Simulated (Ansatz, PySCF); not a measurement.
System: H3BNO2, charge 0, multiplicity 2. SMILES: [NH]B(O)O
Structure (B3LYP-D3(BJ)/def2-TZVP (Ansatz, an electronic-structure program) minimum search):
```xyz
7

N     -0.6748     1.2510     0.4446
B     -0.0169     0.0310     0.0123
O     -0.8176    -1.0386    -0.2985
O      1.3547     0.0188     0.0238
H     -0.8966     1.9286    -0.2839
H     -0.3634    -1.8604    -0.5043
H      1.7714    -0.8213    -0.1876
```
Charge 0, spin multiplicity 2.

Property: atomisation energy, in kcal/mol. Set-up: LANL2DZ all-electron up to Ne; non-relativistic; six Cartesian d functions in 6-31G* and its kin unless marked 5d; no spin-orbit coupling; valence correlation only; atomisation electronic, to ground-state atoms; open shells spin-unrestricted; dispersion terms only where a functional's name holds one. CBS marks a two-point X^-3 extrapolation of the correlation energy; Hartree-Fock from the larger set. Ab initio and DFT rows: single points at B3LYP-D3(BJ) geometries (Ansatz).

Coupled cluster (Ansatz) is a level with limits of its own, used here on species with T1 under 0.025 (0.045 for open shells) and stable references: CCSD(T)/CBS(aug-cc-pVTZ,aug-cc-pVQZ).

Value to compare with, CCSD(T)/CBS(aug-cc-pVTZ,aug-cc-pVQZ) (Ansatz): 663.5 kcal/mol.

```csv
level,program,atomisation energy (kcal/mol),difference
HF/STO-3G,Ansatz,462.8,-200.7
HF/6-31G*,Ansatz,448.7,-214.8
PBE/LANL2DZ,Ansatz,631.9,-31.6
PBE/def2-SVP,Ansatz,687.6,24.1
B3LYP/def2-SVP,Ansatz,667.0,3.5
B3PW91/6-31G* (5d),PySCF,649.4,-14.1
r2SCAN-D4/def2-TZVPD,Ansatz + dftd4,668.0,4.5
B3LYP/def2-TZVPD,Ansatz,662.8,-0.7
wB97X-V/def2-TZVPD,Ansatz,663.8,0.3
```

Among the 6 habitual levels, HF/6-31G* lies farthest from CCSD(T)/CBS(aug-cc-pVTZ,aug-cc-pVQZ) (Ansatz) (-214.8 kcal/mol) and B3LYP/def2-SVP nearest (3.5); 2 of 6 lie above it, and their mean absolute difference is 81.5 kcal/mol, the median 27.9. One case shows no general order.

The levels are drawn from those run, B3LYP/6-31G* more often than the rest, none by its result; left out are runs that failed, that the program found above a lower state of the same kind, or whose <S^2> lies over 0.5 above the pure value.
